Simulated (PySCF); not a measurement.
HBrFGaO, SMILES [OH][Ga]([F])[Br] (CAM-B3LYP/def2-SVP optimised geometry):

```
5

Ga    -0.177    -0.011     0.000
F     -1.039     1.499     0.000
Br     2.069    -0.011     0.000
O     -1.112    -1.499     0.006
H     -2.069    -1.369     0.005
```

Calculation: CAM-B3LYP/def2-TZVP (PySCF).

What are the frontier orbital energies and the dipole moment?

HOMO-2 -11.41 eV, HOMO-1 -10.49 eV, HOMO -10.39 eV, LUMO -0.78 eV, LUMO+1 0.13 eV; dipole moment 1.04 D.

Meta-Löwdin charges at CAM-B3LYP/def2-TZVP: Ga1 1.05, F2 -0.50, Br3 -0.21, O4 -0.70, H5 0.35.
